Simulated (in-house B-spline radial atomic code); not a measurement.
Results of a calculation; reference values are marked as such.
**Ghost states of the separable form: Br**

Br, [Ar] 3d10 4s2 4p5, non-relativistic LDA (VWN5), spherical and spin-unpolarised, from an all-electron radial atomic-structure program (B-spline basis) (atomic units; all potentials screened as in the neutral atom).

Troullier-Martins channels: 4s (ε = -0.7201, r_c = 1.713 bohr), 4p (ε = -0.2953, r_c = 1.893 bohr). In the Kleinman-Bylander form one channel serves as the local potential, and each other channel l becomes |δV u><u δV|/<u|δV|u>, with δV = V_l − V_local and u the pseudo-orbital. Its strength is E_KB = <u|δV²|u>/<u|δV|u>. By the analysis of Gonze, Stumpf and Scheffler a spurious state lies below the reference level ε if E_KB > 0 and ε is above the second level of the local potential alone, or if E_KB < 0 and ε is above its first. The table's levels are those of angular momentum l in a sphere of 9 bohr, whose wall can lift a shallow ε a little above its free-atom value.

| local | channel | <u δV u> | <u δV² u> | ε | first local level | second local level |
| --- | --- | --- | --- | --- | --- | --- |
| p | s | 0.057297 | 0.22348 | -0.7201 | -0.8417 | -0.0101 |
| s | p | -0.017674 | 0.10356 | -0.2953 | -0.2893 | 0.0914 |

Apply the rule to each row.

Local p, channel s: E_KB = +3.9, so ε = -0.7201 is set against -0.0101: no ghost. Local s, channel p: E_KB = -5.86, so ε = -0.2953 is set against -0.2893: no ghost.

Diagonalising the separable Hamiltonian gives:

```json
{"local": "p", "channel": "s", "three lowest levels": "-0.7201, 0.0120, 0.2865", "all-electron, two lowest valence levels": "-0.7201, 0.0121"}
{"local": "s", "channel": "p", "three lowest levels": "-0.2953, 0.0883, 0.3851", "all-electron, two lowest valence levels": "-0.2953, 0.0891"}
```

Which choices of local channel are safe?

All are free of ghosts. Among the safe choices the second level, which tests transfer, is off by at most 0.8 millihartree (s local), 0.1 millihartree (p local).
